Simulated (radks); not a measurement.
Task: The mean radii <r> (bohr) of the occupied orbitals of an atom or ion are listed with their occupations. Method: scalar-relativistic Kohn-Sham, PBEsol, spin-polarised, spherical densities, point nucleus; computed with a radial shooting solver on a logarithmic mesh with Libxc functionals.

orbital  occ.      <r>
1s down     1  0.01744
1s up       1  0.01744
2s up       1  0.07361
2s down     1  0.07361
2p up       3  0.06624
2p down     3  0.06624
3s up       1   0.1904
3s down     1   0.1903
3p up       3   0.1912
3p down     3   0.1911
3d up       5   0.1731
3d down     5   0.1730
4s up       1   0.4179
4s down     1   0.4181
4p up       3   0.4419
4p down     3   0.4422
4d up       5   0.4611
4d down     5   0.4616
4f up       7   0.4719
4f down     4   0.4732

Name the element and its charge. Open shells, if any, are filled with parallel spins first.

Result: Z = 77, iridium, charge +20: Ir20+ in [Kr] 4d10 4f11. The 1s radius gives Z: for a bare nucleus <r> = (2 gamma + 1)/(2Z) with gamma = sqrt(1 - (Z/c)^2), 0.01724 bohr for Z = 77, and screening makes it slightly larger (0.01744 here). The occupations add up to 57, and the charge is Z minus that.
